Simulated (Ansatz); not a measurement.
Ansatz (an electronic-structure program) input (CCSD(T)/def2-SVPD):

Ansatz 0.2 input:
```yaml
crystal:
  periodic: [false, false, false]
  atoms:
    - {symbol: In, position_ang: [-0.16209051, 0.15194732, -0.16389608]}
    - {symbol: Cl, position_ang: [2.07537305, -0.63265112, 0.15094981]}
    - {symbol: Cl, position_ang: [-0.13059105, -1.19043174, 1.81549575]}
    - {symbol: Cl, position_ang: [-1.47757995, 1.38511704, -1.49403920]}
basis:
  gaussian:
    orbitals: def2-SVPD
total_charge: 1
magnetization: {spin_polarized: true, initial_magnetization: 1}
correlation: {method: ccsd_t, electrons: outside_noble_gas}
```

End of the output:

```
mean field evaluation 416: about -42637.2237 eV, gradient 7.7e-1 eV
mean field evaluation 448: about -42637.5672 eV, gradient 1.4e-2 eV
mean field evaluation 480: about -42639.1687 eV, gradient 7.3e-4 eV
mean field -42641.95213602 eV, -1567.0628372454 hartree, gradient 4.8e-6 eV, S^2 0.783417; 13 other end points of the search recorded, 0 dependent functions left out
determinant -42641.95213602 eV, -1567.0628372454 hartree, with singles and doubles -42655.76743398 eV, -1567.5705400812 hartree
determinant -42640.63744962 eV, -1567.0145234115 hartree, with singles and doubles -42654.59808995 eV, -1567.5275674807 hartree
determinant -42640.05885593 eV, -1566.9932604853 hartree, with singles and doubles -42653.85407230 eV, -1567.5002253365 hartree
determinant -42639.45848272 eV, -1566.9711971770 hartree, with singles and doubles -42653.62228170 eV, -1567.4917071889 hartree
determinant -42639.16871913 eV, -1566.9605485613 hartree, with singles and doubles -42653.36254065 eV, -1567.4821618814 hartree
determinant -42638.86970454 eV, -1566.9495599778 hartree, with singles and doubles -42652.49904896 eV, -1567.4504291470 hartree
determinant -42638.59554099 eV, -1566.9394846532 hartree, with singles and doubles -42653.12057800 eV, -1567.4732699178 hartree
24 core orbitals not correlated, not the lowest: weight in the atoms' cores, before any rotation towards them, 0.588 or more for the frozen orbitals, at most 0.498 for the correlated occupied ones
reference -42641.95213602 eV, -1567.0628372454 hartree; 12, 11 occupied and 77, 78 virtual orbitals, 1161 factors
second order -12.73129505 eV of doubles, -0.00000000 eV of singles
coupled cluster: 0.66 GiB planned
cycle   1  -13.44305551 eV  change   -9.4e-1 eV  update   8.3e-2
cycle   2  -13.75957925 eV  change   -3.2e-1 eV  update   2.9e-2
cycle   3  -13.82282803 eV  change   -6.3e-2 eV  update   1.5e-2
cycle   4  -13.81768876 eV  change    5.1e-3 eV  update   5.7e-3
cycle   5  -13.81529795 eV  change    2.4e-3 eV  update   3.1e-3
cycle   6  -13.81602519 eV  change   -7.3e-4 eV  update   2.1e-3
cycle   7  -13.81724938 eV  change   -1.2e-3 eV  update   1.4e-3
cycle   8  -13.81750412 eV  change   -2.5e-4 eV  update   7.7e-4
cycle   9  -13.81734201 eV  change    1.6e-4 eV  update   3.1e-4
cycle  10  -13.81728022 eV  change    6.2e-5 eV  update   1.1e-4
cycle  11  -13.81730572 eV  change   -2.6e-5 eV  update   4.0e-5
cycle  12  -13.81730918 eV  change   -3.5e-6 eV  update   2.0e-5
perturbative correction -0.45034477 eV, -0.0165498650 hartree
WARN: these amplitudes may be one of several solutions (largest doubles amplitude 0.06, level shift 0.58 eV)
Total energy: -42656.21978997 eV, -1567.5871638572 hartree
```

The program attaches cautions to this result: other roots.
